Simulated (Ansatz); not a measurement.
Two isomers of C2H6OSi: A = `C[SiH2]C=O`, B = `C=C(O)[SiH3]`.

Calculated with Ansatz (gas phase, PBE0-D4/def2-TZVP geometries, no zero-point term in ΔE). CBS: MP2 limit from def2 TZ/QZ plus the TZ coupled-cluster correction, frozen cores. Functionals use def2-TZVPP. One conformer a species, not always the lowest.

Task: Which isomer does CCSD(T)/CBS put lower? Give the gap. (Best estimate.)

Result: Ansatz gave: A, by 41.7 kJ/mol.

Task: Give E(B) − E(A) in kJ/mol with CCSD(T)/def2-TZVPP, PBE0-D4, MP2/def2-TZVPP, BLYP-D4, B2PLYP, HF/def2-TZVPP, r2SCAN-D4. (Best estimate.)

Result: Computed: CCSD(T)/def2-TZVPP 44.7, PBE0-D4 42.5, MP2/def2-TZVPP 44.8, BLYP-D4 46.0, B2PLYP 46.8, HF/def2-TZVPP 50.8, r2SCAN-D4 43.3. None reverses the order clearly.

Task: Does the order hold for the free energy at 298.15 K (harmonic terms from PBE0-D4)? (Best estimate.)

Result: Ansatz gave: Yes: G(B) − G(A) = +42.4 kJ/mol, for one conformer each. Modes under 60 cm⁻¹, often nearly free rotors, make the harmonic entropy too high.

Largest T1 diagnostic: 0.014.

In def2-TZVPP, CCSD(T) changes the Hartree–Fock value by −6.1 kJ/mol (the triples alone add −1.3 kJ/mol) and MP2 by −6.0 kJ/mol. At CCSD(T), def2-SVP lies +9.5 kJ/mol from the extrapolated value and def2-TZVPP +3.1 kJ/mol.
